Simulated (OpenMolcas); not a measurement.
Ni7+, Pd7+, Pt7+: d³ down the group

```
Program             : OpenMolcas 26.06
Method              : CASSCF
Basis               : ANO-RCC-VTZP
Scalar Hamiltonian  : DKH2, point nucleus
Spin-orbit coupling : RASSI with atomic mean-field integrals over the reference wave functions, term energies averaged over their components
```

Active space for each ion: 3 electrons in 5 orbitals (d).

Computed levels in cm-1 above ⁴F_3/2:

| Level | Ni7+ | Pd7+ | Pt7+ |
| --- | --- | --- | --- |
| ⁴F_5/2 | 979 | 2406 | 9955 |
| ⁴F_7/2 | 2278 | 5229 | 17354 |
| ⁴P_1/2 | 28222 | 19897 | 24747 |
| ²G_7/2 | 29282 | 22670 | 33704 |
| ⁴P_5/2 | 29786 | 23550 | 36146 |
| ²G_9/2 | 30475 | 23822 | 54576 |
| ²P_3/2 | 38438 | 36394 | 60339 |
| ²P_1/2 | 38558 | 29594 | 43662 |
| ²H_9/2 | 38842 | 31566 | 35051 |
| weight of ⁴F in the lowest level (%) | 100 | 97 | 80 |

Mixed levels, with the weight of the term that names them: Ni7+ ²P_3/2 (64 %), Pd7+ ²G_9/2 (61 %), Pd7+ ²P_3/2 (54 %), Pd7+ ²H_9/2 (64 %), Pt7+ ⁴P_1/2 (71 %), Pt7+ ²G_9/2 (59 %), Pt7+ ²P_3/2 (58 %), Pt7+ ²P_1/2 (71 %), Pt7+ ²H_9/2 (56 %).

Measured, with the error of the calculation in %. Measured levels: Ni7+ from Corliss and Sugar, J. Phys. Chem. Ref. Data 10, 197 (1981).

```
 Level           Ni7+
⁴F_5/2    1012 (-3.3)
⁴F_7/2    2184 (+4.3)
⁴P_1/2  23261 (+21.3)
⁴P_5/2  24669 (+20.7)
```

The fine-structure level ⁴F_7/2 changes by a factor of 7.62 from Ni7+ to Pt7+.

Without spin-orbit coupling ⁴P lies 27002, 17322, 15438 cm-1 above ⁴F in that order; the difference to the level ⁴P_1/2, of either sign, comes from spin-orbit coupling, which also lowers the zero.

Without dynamic correlation excited terms often stand tens of per cent too high (terms of higher spin than the ground term too low), and those without a measured partner can miss by more than the paired ones. Terms from blocks run as CI alone lack orbitals of their own. Computed and measured levels are paired by configuration, term and J; levels that our copy of the source lacks, or whose pairing is in doubt (as where it misses far off the trend of its configuration), stay unpaired and out of the deviations. Only configurations of the active space appear.
